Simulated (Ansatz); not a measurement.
Reactions of C2H10N2Si, SMILES `CNC(N)[SiH3]`.

Gas-phase electronic energies from Ansatz, PBE0-D4/def2-TZVP geometries. CCSD(T)/CBS is the MP2 limit (def2-TZVPP, def2-QZVPP) plus CCSD(T) − MP2 in def2-TZVPP, frozen cores. This one scheme is used for every species. DFT in def2-TZVPP. B3LYP here is the variant with VWN-RPA as its local correlation; programs differ in this. For Br outer-core shells are correlated without core-valence functions, which leaves a few kJ/mol of doubt a bond. Scalar relativity is left out up to krypton. Each species was taken in one conformer, which may not be the lowest.

```tsv
reaction	CCSD/CBS(def2) (kcal/mol)	B3LYP-D4 (kcal/mol)
`CNC(N)[SiH3]` + `CO[SiH](O)Cl` → `CO[SiH](Cl)O[SiH3]` + `CNCN`	-31.6	-30.7
`CNC(N)[SiH3]` + `[SiH3]S` → `NC([SiH3])S[SiH3]` + CH₃NH₂	-3.3	-4.1
`CNC(N)[SiH3]` + `OB(O)Br` → `OB(Br)O[SiH3]` + `CNCN`	-28.3	-27.3
`CNC(N)[SiH3]` + `O[BH][AlH2]` → `[AlH2][BH]O[SiH3]` + `CNCN`	-25.9	-24.8
`CNC(N)[SiH3]` + `BN` → `NBC(N)[SiH3]` + CH₃NH₂	-13.8	-12.5
`CNC(N)[SiH3]` + `[OH][Al]([SH])[Cl]` → `[SiH3][O][Al]([SH])[Cl]` + `CNCN`	-32.5	-31.3
`CNC(N)[SiH3]` + `C[SiH2]O` → `C[SiH2]O[SiH3]` + `CNCN`	-32.2	-31.3
`CNC(N)[SiH3]` + `CC[SiH2]O` → `O[SiH2]CC[SiH3]` + `CNCN`	-3.4	-3.3
`CNC(N)[SiH3]` + H₂O → `CNC(N)O` + SiH₄	2.7	2.0
```

Question: Give the CCSD(T)/CBS values in the same order. (Estimate.)

Answer: Computed: -30.4, -3.9, -27.4, -24.8, -13.5, -31.2, -30.9, -3.3, 3.3 kcal/mol.

Largest T1 diagnostic: 0.014, for `O[BH][AlH2]`.
